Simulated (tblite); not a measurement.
Species: C₅H₂ClFO₂.
Structure used (GFN2-xTB), in Å, numbered top down from 1:
```xyz
11
C5H2ClFO2 angstrom
O      2.8372    0.3703    0.4122
C      1.9974   -0.3964    0.0780
F      2.3386   -1.6622   -0.2944
C      0.5691   -0.1961   -0.0061
O     -0.2572   -1.1873   -0.4125
C     -1.4972   -0.7131   -0.3890
C     -1.5301    0.5877    0.0277
C     -0.1852    0.9354    0.2804
Cl     0.4029    2.4245    0.8221
H     -2.2844   -1.3788   -0.6865
H     -2.3856    1.2186    0.1421
```

Calculated harmonic vibrations of the isolated species, GFN2-xTB (tblite), most abundant isotopes, no scaling. Against measured fundamentals such values can be off by several per cent, at times by over 20. One conformer, not necessarily the lowest.

Harmonic wavenumbers (cm⁻¹): 68.2, 111.2, 151.5, 243.9, 257.4, 401.4, 453.4, 550.8, 584.7, 605.4, 689.0, 693.9, 803.3, 831.8, 863.3, 940.9, 1016.5, 1081.6, 1145.7, 1215.1, 1282.3, 1376.0, 1431.7, 1524.1, 1817.9, 3164.6, 3206.8.

A = 1877, B = 1387, C = 797.5 MHz; mass 147.973 u (most abundant isotopes); point group Cs, symmetry number 1.

**Question.** What is the zero-point energy?

**Answer.** Half the sum of the wavenumbers: 13256 cm⁻¹ = 37.90 kcal/mol.

**Question.** What is S at 298.15 K and 1 bar for an ideal gas of classical rigid rotors and harmonic oscillators?

**Answer.** Translation 40.91, rotation 29.43, vibration 18.39: S = 88.7 cal/(mol K).

**Question.** And Cp and H(298.15 K) − H(0)?

**Answer.** Cp = 28.81 cal/(mol K), of which vibrations give 20.87 (their classical limit is 27 R = 53.7); H(298.15 K) − H(0) = 5.40 kcal/mol without the zero-point energy, 3.03 from vibrations.

**Question.** How do the functions run with temperature in this model?

**Answer.** 
```csv
T (K),S (cal/(mol K)),Cp (cal/(mol K)),H − H(0) (kcal/mol),G − H(0) (kcal/mol),ln q(vib)
100,66.4,14.7,1.09,-5.54,0.88
200,78.7,21.8,2.91,-12.83,2.48
300,88.9,28.9,5.45,-21.22,4.17
500,106.5,40.0,12.43,-40.82,7.61
800,127.5,48.9,25.94,-76.05,12.50
1000,138.8,52.2,36.07,-102.71,15.45
```

q(vib) and H(0) count from the zero-point level.

**Question.** Blend soft modes into free rotors: weight 1/[1 + (100 cm⁻¹/ν̃)⁴] for the oscillator and the rest for a rotor with moment μB/(μ + B), μ = h/(8π²ν), B = 10⁻⁴⁴ kg m². What vibrational entropy results?

**Answer.** 17.38 cal/(mol K) in place of 18.39, which changes −T·S at 298.15 K by +0.30 kcal/mol.

**Question.** Which modes carry the vibrational entropy at 298.15 K?

**Answer.** 68.2 cm⁻¹: 4.20; 111.2 cm⁻¹: 3.25; 151.5 cm⁻¹: 2.65; 243.9 cm⁻¹: 1.77; 257.4 cm⁻¹: 1.68; 401.4 cm⁻¹: 0.96 cal/(mol K); the other 21 give 3.87 together.

Hindered rotation and anharmonicity are outside this model. Other conformers, if any are populated, would add a mixing term that is left out.
